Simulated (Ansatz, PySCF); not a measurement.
Noncovalent pair: NH3 (SMILES N) (first 4 atoms) with PH3 (SMILES P); geometry from B3LYP-D3(BJ)/def2-TZVP, rigid monomers moved along the line of their centres of mass till N1···P5 is 2.90 Å.
(charge 0, multiplicity 1):
```xyz
8

N     -0.06426    -0.11648     0.07645
H     -0.90631    -0.68055     0.07660
H     -0.34211     0.83583    -0.13135
H      0.52022    -0.43874    -0.68638
P     -0.09538     0.39477     2.93224
H      1.15012     0.89490     2.48439
H      0.26358     0.46707     4.30756
H      0.29224    -0.96010     2.80528
```

Interaction energies are E(AB) − E(A) − E(B) at the monomers' geometry in the complex; basis-set methods are counterpoise corrected.

Cores are frozen in the correlated methods. CBS: X⁻³ extrapolation of the correlation energy, Hartree–Fock from the larger set.

Run with Ansatz (Gaussian basis) for Hartree–Fock, density functionals and correlated methods; PySCF for the dispersion terms. 

The comparison value is -0.74 kcal/mol (CCSD(T)/CBS(aug-cc-pV(D+d)Z, aug-cc-pV(T+d)Z)). It is a level with limits of its own, not the exact answer.

Question: Order these levels by how close they come to the comparison value for the interaction energy, closest first: B3LYP-D4/def2-TZVPPD, r2SCAN/def2-TZVPPD, PBE/def2-TZVPPD, CCSD(T)/aug-cc-pV(D+d)Z. Give each level's value less the comparison value.

Answer: B3LYP-D4/def2-TZVPPD (0.02 kcal/mol), r2SCAN/def2-TZVPPD (0.21 kcal/mol), PBE/def2-TZVPPD (0.57 kcal/mol), CCSD(T)/aug-cc-pV(D+d)Z (0.95 kcal/mol)

Ansatz is a quantum-chemistry and plane-wave program.
